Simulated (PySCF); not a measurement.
Molfile (atoms numbered from 1):
```
C4H7BO
     RDKit          3D

 13 12  0  0  0  0  0  0  0  0999 V2000
    3.3716    1.2536   -0.0705 C   0  0  0  0  0  0  0  0  0  0  0  0
    2.4393    0.4811   -0.2173 C   0  0  0  0  0  0  0  0  0  0  0  0
    1.2851   -0.4893   -0.4010 B   0  0  0  0  0  0  0  0  0  0  0  0
   -0.1835    0.0049   -0.1989 C   0  0  0  0  0  0  0  0  0  0  0  0
   -1.1368   -0.9856   -0.4332 O   0  0  0  0  0  0  0  0  0  0  0  0
   -2.4444   -0.5560   -0.2317 C   0  0  0  0  0  0  0  0  0  0  0  0
    4.1953    1.9335    0.0579 H   0  0  0  0  0  0  0  0  0  0  0  0
    1.5170   -1.6375   -0.6943 H   0  0  0  0  0  0  0  0  0  0  0  0
   -0.3465    0.9009   -0.8440 H   0  0  0  0  0  0  0  0  0  0  0  0
   -0.2565    0.4141    0.8382 H   0  0  0  0  0  0  0  0  0  0  0  0
   -3.1171   -1.4011   -0.4359 H   0  0  0  0  0  0  0  0  0  0  0  0
   -2.6155   -0.2155    0.8102 H   0  0  0  0  0  0  0  0  0  0  0  0
   -2.7176    0.2808   -0.9069 H   0  0  0  0  0  0  0  0  0  0  0  0
  1  2  3  0
  2  3  1  0
  3  4  1  0
  4  5  1  0
  5  6  1  0
  1  7  1  0
  3  8  1  0
  4  9  1  0
  4 10  1  0
  6 11  1  0
  6 12  1  0
  6 13  1  0
M  END
```

Geometry: PBE0-D3(BJ)/def2-SVP; GIAO absolute shieldings from PySCF, gas phase, non-relativistic, averaged over equivalent atoms.

At PBE0/STO-3G (37 basis functions, 3.5 s wall time on 1 thread of an Arm Neoverse V1, shared host):
| atoms | σ (ppm) |
| --- | --- |
| C1 | 120.2 |
| C2 | 161.8 |
| C4 | 176.0 |
| C6 | 184.4 |
| B3 | 57.7 |
| O5 | 376.7 |
| H8 | 25.68 |
| H7 | 27.18 |
| H9/H10 | 30.49 |
| H11/H12/H13 | 30.83 |

Q: What do these become at PBE0/pcSseg-1?

A: 
| atoms | σ at PBE0/pcSseg-1 | change |
| --- | --- | --- |
| C1 | 50.5 | -69.7 |
| C2 | 90.0 | -71.8 |
| C4 | 104.5 | -71.5 |
| C6 | 122.8 | -61.6 |
| B3 | 28.7 | -29.0 |
| O5 | 321.0 | -55.7 |
| H8 | 24.33 | -1.35 |
| H7 | 26.43 | -0.75 |
| H9/H10 | 27.74 | -2.75 |
| H11/H12/H13 | 28.03 | -2.80 |

The largest change is at C2 (alkyne carbon). Cost: 137 basis functions, 10 s wall time on 1 thread of an Arm Neoverse V1, shared host. The order of the carbon signals is the same at both levels.

A carbon bonded to boron is broadened by the quadrupolar boron nucleus and is often missing from a measured spectrum.
